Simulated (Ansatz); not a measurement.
Consider the formal exchange of groups at a Mg–O bond: `[F][Mg][O][SiH3]` + `CC(C)C(C)C` → `C[CH](C)[Mg][F]` + `CC(C)O[SiH3]`.

Computed with Ansatz on PBE0-D4/def2-TZVP structures; ΔE is electronic, products minus reactants. CCSD(T)/CBS adds triple-zeta CCSD(T) − MP2 to the extrapolated MP2 energy (def2 sets, frozen cores). DFT in def2-TZVPP. For Mg outer-core shells are correlated without core-valence functions, which leaves a few kJ/mol of doubt a bond. Each species was taken in one conformer, which may not be the lowest.

Is it downhill or uphill in electronic energy at CCSD(T)/CBS, and by how much? (Best estimate.)

Computed: Uphill: ΔE = +2.38 eV.

What do these levels give: ωB97X-V, ωB97M-V, revPBE, r2SCAN, BHLYP, MP2/def2-SVP, CCSD/def2-SVP, CCSD(T)/def2-SVP, HF/def2-TZVPP, CCSD/def2-TZVPP, HF/def2-QZVPP, HF/CBS(def2)? (An estimate is asked.)

The calculation gave: ωB97X-V 2.28, ωB97M-V 2.25, revPBE 1.99, r2SCAN 2.28, BHLYP 2.26, MP2/def2-SVP 2.54, CCSD/def2-SVP 2.44, CCSD(T)/def2-SVP 2.42, HF/def2-TZVPP 2.33, CCSD/def2-TZVPP 2.35, HF/def2-QZVPP 2.37, HF/CBS(def2) 2.38 eV.

Largest T1 diagnostic among the species: 0.012.

At CCSD(T), def2-SVP lies +0.04 eV from the extrapolated value and def2-TZVPP −0.05 eV. From PBE to PBE0 (25 % exact exchange), in def2-TZVPP and without D4, ΔE moves by +0.13 eV.
